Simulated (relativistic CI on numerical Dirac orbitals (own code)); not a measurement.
Fe³⁺ in a cubic cluster: 3s photoemission with charge transfer

Computed with a charge-transfer multiplet model of a cubic metal-ligand cluster with up to 3 ligand holes, Slater and spin-orbit integrals from Dirac-Coulomb-Breit ions, Slater integrals scaled by 0.7. The ground state mixes d5 with configurations of k ligand holes L, whose averages lie at kΔ + k(k − 1)U_dd/2; a core hole lowers each added d electron by U_cd. 300 K, Lorentzian 1.4 eV and Gaussian 0.8 eV FWHM.

Atomic integrals in eV (Slater integrals scaled, ζ unscaled), ground: F2dd 8.389, F4dd 5.243, zeta_d 0.056; with the core hole: F2dd 9.112, F4dd 5.728, zeta_d 0.065, G2cd 9.045.

Cluster parameters (eV): U_dd = 5.4, U_cd = 5.9, 10Dq = 1.2, 10Dq(ligand) = 1.5, V(eg) = 2.25, V(t2g) = -1.05, final-state hopping factor = 1.

```csv
Case,n_d,d5,d6L,d7L2,d8L3,S
Δ = 2.5 eV,5.33,0.69,0.29,0.02,0.00,2.49
Δ = 4.5 eV,5.22,0.79,0.20,0.01,0.00,2.50
Δ = 7.5 eV,5.12,0.88,0.12,0.00,0.00,2.50
```

Weights, n_d and S are thermal averages at 300 K. Binding energies count from the first peak over 30 % of the highest in each spectrum, which can be another peak from case to case. The parameters are a model scan and need not match a compound or its usual spin state. Peaks in eV (height, largest 100):
- Δ = 2.5 eV: 0.0 (100), 6.2 (28), 9.0 (41), 15.4 (23), 19.5 (5)
- Δ = 4.5 eV: 0.0 (100), 4.2 (9), 6.4 (20), 9.7 (50), 15.9 (19)
- Δ = 7.5 eV: 0.0 (100), 7.8 (14), 10.4 (60), 16.3 (9)

For the case Δ = 4.5 eV, Δ = 4.5 eV is smaller than U_dd = 5.4 eV, the charge-transfer side of the Zaanen-Sawatzky-Allen scheme. With the core hole the configuration with one ligand hole lies at Δ − U_cd = -3.4, -1.4, 1.6 eV from the one without, in the order of the table; where this is negative the screened configuration lies lower, though the effective hopping of about 3.5 eV (from the holes of the mixed ground state) mixes the two strongly wherever it is as large as the gap.

Without intra-shell correlation the exchange splitting of the 3s hole comes out too large.
